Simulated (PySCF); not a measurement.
# How methods differ on the excitation energy of Te⁺

Te⁺ [Kr] 4d10 5s2 5p3 (4S) → Te⁺ [Kr] 4d10 5s1 5p3 6s1 (6S), as a difference of total energies. All numbers are calculated (PySCF 2.14, scalar relativity by spin-free X2C-1e, in aug-cc-pwCVTZ-DK3 (10s9p7d4f1g, 109 functions)). Correlated levels: valence: [Kr] 4d10 frozen; valence and next inner shell: [Ar] 3d10 frozen. The calculations carry no spin-orbit coupling.

```tsv
method	excitation energy (eV)
UHF	15.384
LDA	18.001
PBE	17.686
PBE0	17.424
HSE06	17.462
B2PLYP	17.482
MP2 (valence)	16.453
SCS-MP2 (valence)	16.889
MP2 (valence and next inner shell)	17.501
SCS-MP2 (valence and next inner shell)	17.719
```

Task: Estimate what BLYP gives.

Result: 18.114 eV, closest to LDA among the rows shown.

Task: Estimate what r2SCAN gives.

Result: 17.341 eV, closest to PBE0 among the rows shown.

The promoted electron is Rydberg-like, and one or two diffuse shells describe it only roughly, which tends to raise the upper state.
